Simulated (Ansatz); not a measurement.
B₂F₄, charge +1, doublet, geometry from GFN2-xTB (a state made from the parent by changing its charge; the spin is typed, not shown lowest); B2GP-PLYP/STO-3G (Ansatz, an electronic-structure program).

Input for Ansatz:
Ansatz 0.2 input:
```yaml
crystal:
  periodic: [false, false, false]
  atoms:
    - {symbol: F, position_ang: [-1.52670840, -0.94712670, 0.67178794]}
    - {symbol: B, position_ang: [-0.97967904, -0.05670706, -0.04923512]}
    - {symbol: F, position_ang: [-1.55074709, 0.76899342, -0.82644972]}
    - {symbol: B, position_ang: [0.97967904, 0.05670706, 0.04923512]}
    - {symbol: F, position_ang: [1.62568913, -0.73110385, -0.70838448]}
    - {symbol: F, position_ang: [1.45176636, 0.90923713, 0.86304626]}
basis:
  gaussian:
    orbitals: STO-3G
hamiltonian:
  xc: {name: B2GP-PLYP}
total_charge: 1
magnetization: {spin_polarized: true, initial_magnetization: 1}
```

It wrote (shortened):

```
Functional definition: B2GP-PLYP
425 factors; integrals over basis functions are off by at most 1.1e-4 eV
mean field evaluation 1: about -12018.4281 eV, gradient 2.8e1 eV
mean field evaluation 2: about -12018.4801 eV, gradient 2.8e1 eV
mean field evaluation 4: about -12023.7896 eV, gradient 8.8e-1 eV
mean field evaluation 8: about -12023.7967 eV, gradient 1.1e-2 eV
mean field evaluation 16: about -12023.7967 eV, gradient 2.4e-6 eV
mean field -12023.79666957 eV, -441.8663775845 hartree, gradient 1.3e-6 eV, S^2 0.756125; 0 other end points of the search recorded, 0 dependent functions left out
6 core orbitals not correlated
reference -12023.79672761 eV, -441.8663797176 hartree; 17, 16 occupied and 7, 8 virtual orbitals, 425 factors
second order -7.10909736 eV of doubles, -0.00000000 eV of singles
Total energy: -12026.35600266 eV, -441.9604313410 hartree
```
